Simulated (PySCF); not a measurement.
## Functional dependence of a UV spectrum

Species: di-n-propyl ether, C₆H₁₄O.
Bonds: C1–C2, C2–C3, C3–O4, O4–C5, C5–C6, C6–C7. Hydrogens: H8, H9, H10 on C1; H11, H12 on C2; H13, H14 on C3; H15, H16 on C5; H17, H18 on C6; H19, H20, H21 on C7.

Linear-response calculations in the def2-SVPD basis (PySCF; singlets by full response, triplets Tamm–Dancoff, core orbitals frozen in the response; HF means time-dependent Hartree–Fock). 'Strongest' is the level of largest summed f among the singlets computed (10 roots, of which the last may lack a degenerate partner); it can jump between rows when another state enters that window. S1 is the lowest singlet of each run and needn't be the same state throughout; f(S1) is that of one state. Isolated species at its PBE0-D3(BJ)/def2-SVP geometry (one conformer only).

```tsv
functional	kind	S1 (eV)	f(S1)	strongest (eV)	T1 (eV)	HOMO (eV)	gap (eV)	ionisation energy, ΔSCF (eV)
LDA	LDA	5.87	0.009	6.75	5.80	-5.85	5.85	9.09
PBE	GGA	5.85	0.007	6.70	5.77	-5.73	5.82	8.97
B3LYP	global hybrid, 20% exact exchange	6.68	0.010	7.49	6.59	-7.05	7.54	9.33
PBE0	global hybrid, 25% exact exchange	6.97	0.011	7.77	6.83	-7.27	8.06	9.30
BHandHLYP	global hybrid, 50% exact exchange	7.79	0.015	8.58	7.62	-8.79	10.05	9.42
CAM-B3LYP	range-separated hybrid	7.28	0.013	8.04	7.13	-8.72	10.13	9.49
wB97X-D	range-separated hybrid	7.53	0.016	8.32	7.46	-9.19	11.62	9.43
LC-wPBE	range-separated hybrid	7.93	0.015	8.70	7.69	-10.00	12.51	9.61
HF	Hartree–Fock	9.23	0.025	10.08	8.78	-11.17	13.94	not settled
```

S1 runs from 5.85 eV (PBE) to 9.23 eV (HF), a spread of 3.39 eV, while the orbital gap spreads over 8.1 eV. Along PBE (0%), B3LYP (20%), PBE0 (25%), BHandHLYP (50%), HF (100%) S1 rises with the share of exact exchange. −ε(HOMO) comes closest to its own ΔSCF ionisation energy with wB97X-D (-0.24 eV) and misses most with LDA (-3.24 eV). 'Not settled' means that the ion's SCF failed to converge or may have ended in another state than the lowest.
